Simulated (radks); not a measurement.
Question: Neutral cadmium, [Kr] 4d10 5s2. All-electron calculation, non-relativistic Kohn-Sham, r2SCAN, spin-polarised, spherical densities, point nucleus; meta-GGA in the generalised Kohn-Sham scheme. Program: a radial shooting solver on a logarithmic mesh with Libxc functionals. Every spin shell is full or empty, so the densities are truly spherical. Functionals are evaluated on that one density, not self-consistently. Rank these exchange functionals by their error against the exact value of the orbitals, and give that value: LDA, B88, PBE, revPBE, RPBE, PW86, OPTX, AM05, SOGGA, G96, EV93, TPSS, revTPSS, r2SCAN.

Answer: Exact: -148.830 hartree. From best to worst, with 100 (|E| - |E exact|)/|E exact| (equal figures are ties): B88 +0.05, r2SCAN -0.07, PW86 -0.14, RPBE -0.20, EV93 -0.24, TPSS -0.25, revPBE -0.26, G96 +0.36, PBE -0.40, revTPSS -0.89, OPTX +1.21, SOGGA -2.29, AM05 -4.57, LDA -4.91.
